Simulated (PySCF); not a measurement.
# Broadened absorption spectrum of [C6H10FO]+

Compound: C₆H₁₀FO (charge +1).
Numbering: `[CH3:1][O:2]/[C:3](=[CH:4]\[F:5])[C+:6]([CH3:7])[CH3:8]` (hydrogens: H9, H10, H11 on C1; H12 on C4; H13, H14, H15 on C7; H16, H17, H18 on C8)

Computed with PySCF, TDDFT PBE0/def2-SVPD, vertical, gas phase, core orbitals frozen in the response. One conformer (not necessarily the lowest) at the GFN2-xTB geometry, without solvent, vibrations or thermal averaging. Torsions of this conformer, `[CH3:1][O:2]/[C:3](=[CH:4]\[F:5])[C+:6]([CH3:7])[CH3:8]`: C1–O2–C3–C4 0°, O2–C3–C6–C7 179°.

Computed states:

```json
{"state": "S1", "E (eV)": "3.26", "f": "0.096"}
{"state": "S2", "E (eV)": "4.40", "f": "0.0003"}
{"state": "S3", "E (eV)": "5.63", "f": "0.259"}
{"state": "S4", "E (eV)": "5.73", "f": "0.0048"}
{"state": "S5", "E (eV)": "5.85", "f": "0.0006"}
{"state": "S6", "E (eV)": "6.71", "f": "0.108"}
```

Broadening: Gaussians 0.25 eV wide at half height, area fixed by f = 4.319×10⁻⁹ ∫ε dν̃. The width is an assumption, not a result. The curve ends short of the highest state used, and states not computed would add to its high-energy end.

(1) Give the broadened spectrum and its maxima.

(2) Does any computed singlet lie in the visible range?

(3) Coming from long wavelengths, where does ε first pass 100 L mol⁻¹ cm⁻¹?

(4) On this curve, what absorbance would a 10⁻⁴ mol/L sample give at 280 nm over a 1 cm path?

Results:

(1) 
(λ (nm), ε (L mol⁻¹ cm⁻¹)): (202.9, 5), (207.0, 138), (211.1, 2187), (215.2, 13127), (219.4, 27668), (223.5, 21217), (227.6, 6698), (231.7, 953), (235.9, 62), (240.0, 2), (244.1, 0), (248.2, 0), (252.3, 0), (256.5, 0), (260.6, 0), (264.7, 1), (268.8, 4), (273.0, 14), (277.1, 26), (281.2, 33), (285.3, 29), (289.5, 18), (293.6, 8), (297.7, 3), (301.8, 1), (306.0, 0), (310.1, 0), (314.2, 0), (318.3, 0), (322.5, 0), (326.6, 0), (330.7, 0), (334.8, 2), (339.0, 9), (343.1, 41), (347.2, 143), (351.3, 416), (355.5, 1042), (359.6, 2167), (363.7, 3869), (367.8, 5991), (372.0, 8163), (376.1, 9729), (380.2, 10314), (384.3, 9797), (388.5, 8353), (392.6, 6485), (396.7, 4600), (400.8, 2998), (405.0, 1781), (409.1, 994), (413.2, 518), (417.3, 252), (421.5, 114), (425.6, 49), (429.7, 20)

Maxima: 380 nm (3.26 eV), ε about 10000, made up of S1 (100%); 282 nm (4.40 eV), ε about 33, made up of S2 (100%); 220 nm (5.63 eV), ε about 28000, made up of S3 (99%) (ε in L mol⁻¹ cm⁻¹; maxima over ε = 5, shares over 10%).

(2) S1 lies in the visible range (380 to 750 nm), at 380 nm, f = 0.096; light of that wavelength is violet, and its complementary colour is yellow-green.

(3) At about 422 nm (2.94 eV), 0.32 eV below S1.

(4) 280 nm is 4.428 eV, where ε is about 32 L mol⁻¹ cm⁻¹, so A = ε c l ≈ 0.0032 (Beer–Lambert, with the gas-phase spectrum and the assumed width).

On one thread of an Intel Xeon at 2.50 GHz (shared host), this took 2.2 min wall (grids of density and orbitals included) and 1.1 GiB of memory at its peak.
